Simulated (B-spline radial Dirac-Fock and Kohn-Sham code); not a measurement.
**Run log: Fe**

ΔSCF core binding energies without Breit or QED terms, calculated with a B-spline atomic structure program. Keys: rel is the Hamiltonian (dirac, or spin-free x2c and nr, where L3 and M5 stand for the whole 2p and 3d shells), method is hf or an exchange,correlation pair (spin-unpolarised, also for the hole states), nuc the nuclear model, radius_factor scales its radius, rmax is the box in bohr, h the logarithmic mesh step, order the B-spline order, points the quadrature points per cell, c_factor scales the speed of light, and damp, ndamp, maxit and tol steer the iteration. The run stops when the commutator error falls below 10·tol·max(1, Z/10), or the numerical noise floor, and the energy has settled to about 1e-8 Ha; the virial ratio is −V/T.

Input (task.json):

```json
{"items": [{"Z": 26, "q": 0, "cfg": [[1, 0, 2], [2, 0, 2], [2, 1, 6], [3, 0, 2], [3, 1, 6], [3, 2, 6], [4, 0, 2]], "A": 56, "rrms": 3.7377, "do": "settings", "holes": ["K", "L3", "M5"],
  "settings": [{"rel": "dirac", "method": "hf", "nuc": "fermi", "radius_factor": 1.0, "rmax": 45.0, "h": 1.3, "order": 8, "points": 10, "c_factor": 1.0, "maxit": 82, "damp": 0.5, "ndamp": 3, "tol": 1e-08}]}]}
```

Command: `python xray2_run.py task.json out`

Ground-state iterations:

```
iter   energy (Ha)        error
   1    -1220.79985978  2.86e+00
   2    -1234.13224682  1.54e+00
   3    -1239.68974867  4.20e-01
   4    -1240.25512646  1.06e-01
   5    -1240.37356203  6.73e-02
   6    -1240.38904719  1.18e-02
   7    -1240.39048491  3.55e-03
   8    -1240.39066135  4.19e-04
   9    -1240.39066707  9.02e-05
  10    -1240.39066724  1.12e-05
  11    -1240.39066725  8.21e-07
  12    -1240.39066725  6.61e-08
```

The ground state converged in 12 iterations, with total energy -1240.39067 Ha, virial ratio 1.88795 and highest orbital energy -6.18 eV. ΔSCF binding energies: K (1s) 7067.5 eV, L3 (2p3/2) 741.0 eV. Holes are computed only in closed shells, and unreliable hole states are left out.

Problem. One setting is unsound. Which, and why?

Solution. h is too large to resolve the orbitals. With the default settings (Dirac Hartree-Fock): The ground state converged in 12 iterations, with total energy -1271.39205 Ha, virial ratio 1.98564 and highest orbital energy -7.18 eV. ΔSCF binding energies: K (1s) 7135.5 eV, L3 (2p3/2) 722.9 eV. Holes are computed only in closed shells, and unreliable hole states are left out.
